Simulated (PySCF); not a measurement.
**Excitation energy of B by level of theory**

B [He] 2s2 2p1 (2P) → B [He] 2s1 2p1 3s1 (4P), as a difference of total energies. All numbers are calculated (PySCF 2.14, no relativity, point nucleus, in aug-cc-pwCVDZ (5s4p2d, 27 functions)). Correlated levels: valence: 1s2 frozen; valence and next inner shell: nothing frozen. The calculations carry no spin-orbit coupling.

```
                                method  excitation energy (eV)
                                   UHF                   8.142
                                   LDA                   9.324
                                   PBE                   9.245
                                  PBE0                   9.228
                                r2SCAN                   9.140
                                 HSE06                   9.219
                             BHandHLYP                   9.554
                                PBEsol                   9.185
                         MP2 (valence)                   9.058
                     SCS-MP2 (valence)                   9.295
    MP2 (valence and next inner shell)                   9.079
SCS-MP2 (valence and next inner shell)                   9.311
```

Question: How much does correlation contribute at MP2 (valence and next inner shell)?

Answer: 9.079 − (8.142) = 0.937 eV, measured against UHF.

The upper state lies above the first ionisation limit, but in LS coupling its spin forbids autoionisation to the ground ion. A Rydberg-like electron needs more diffuse functions than a valence basis has.

The promoted electron is Rydberg-like, and one or two diffuse shells describe it only roughly, which tends to raise the upper state.
